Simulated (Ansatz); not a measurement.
```yaml
crystal:
  periodic: [false, false, false]
  atoms:
    - {symbol: C, position_ang: [-3.038911, -1.364510, 2.615994]}
    - {symbol: B, position_ang: [-0.620703, -0.136228, 0.487029]}
    - {symbol: O, position_ang: [1.694711, -1.987811, -0.587050]}
    - {symbol: N, position_ang: [-0.136955, 2.607753, -0.733838]}
    - {symbol: Ga, position_ang: [3.336196, 1.834822, -2.978727]}
    - {symbol: H, position_ang: [-2.060719, -2.215419, 4.646863]}
    - {symbol: H, position_ang: [-4.240769, -3.193236, 1.607811]}
    - {symbol: H, position_ang: [-4.645442, 0.309713, 3.230038]}
    - {symbol: H, position_ang: [1.809847, -4.009437, -0.019885]}
    - {symbol: H, position_ang: [-1.392008, 4.390320, -0.400908]}
    - {symbol: H, position_ang: [6.365189, 2.643026, -1.537451]}
    - {symbol: H, position_ang: [2.929563, 1.120986, -6.329877]}
basis:
  gaussian: {orbitals: STO-3G, fitting: {mean_field: cc-pVTZ-jkfit}}
hamiltonian: {xc: {name: wB97}}
accuracy: high
output: {forces: true}
```

```sh
$ ansatz run in.yaml --threads 4 --pin off --events-out ev --progress --plain --max-ram 10444MiB
```

Shortened log:

```
Functional definition: wB97
733 factors; integrals over basis functions are off by at most 1.7e-2 eV
733 factors; integrals over basis functions are off by at most 6.5e-8 eV
mean field evaluation 1: about -55291.1498 eV, gradient 2.5e2 eV
mean field evaluation 2: about -56463.3871 eV, gradient 1.1e2 eV
mean field evaluation 4: about -56516.7160 eV, gradient 4.9e1 eV
mean field evaluation 8: about -56516.7154 eV, gradient 4.9e1 eV
mean field evaluation 16: about -56938.5297 eV, gradient 4.8e1 eV
mean field evaluation 32: about -56987.5272 eV, gradient 1.2e1 eV
mean field evaluation 64: about -56988.1805 eV, gradient 2.3e-8 eV
mean field -56988.18045391 eV, -2094.2770037049 hartree, gradient 2.3e-8 eV, S^2 0.000000; 6 other end points of the search recorded, 0 dependent functions left out
reference -56988.18045233 eV, -2094.2770036469 hartree; 32, 32 occupied and 13, 13 virtual orbitals, 733 factors
Total energy: -56988.18045233 eV, -2094.2770036469 hartree
Atom 0 at    -3.038911    -1.364510     2.615994 Å, force    -2.352098    -1.157444     2.060444 eV/Å
Atom 1 at    -0.620703    -0.136228     0.487029 Å, force     0.730107    -0.961805    -0.217800 eV/Å
Atom 2 at     1.694711    -1.987811    -0.587050 Å, force    -0.722406    -3.895432     1.774152 eV/Å
Atom 3 at    -0.136955     2.607753    -0.733838 Å, force    -2.783329     3.514056     0.877988 eV/Å
Atom 4 at     3.336196     1.834822    -2.978727 Å, force     1.282263     0.033674    -0.930117 eV/Å
Atom 5 at    -2.060719    -2.215419     4.646863 Å, force    -1.498668     1.312004    -3.098141 eV/Å
Atom 6 at    -4.240769    -3.193236     1.607811 Å, force     1.827236     2.803994     1.538294 eV/Å
Atom 7 at    -4.645442     0.309713     3.230038 Å, force     2.511645    -2.642229    -0.952110 eV/Å
Atom 8 at     1.809847    -4.009437    -0.019885 Å, force    -0.414848     5.061846    -1.328707 eV/Å
Atom 9 at    -1.392008     4.390320    -0.400908 Å, force     2.759356    -3.988055    -0.709989 eV/Å
Atom 10 at     6.365189     2.643026    -1.537451 Å, force    -1.450450    -0.386301    -0.596317 eV/Å
Atom 11 at     2.929563     1.120986    -6.329877 Å, force     0.111191     0.305690     1.582303 eV/Å
Dipole moment:     0.315085     1.225938    -0.617327 e Å
```

(1) What is wrong with this run?

Answers

(1) The geometry is stretched to more than twice its size. The run converged. The result belongs to that input, not to the molecule as meant.
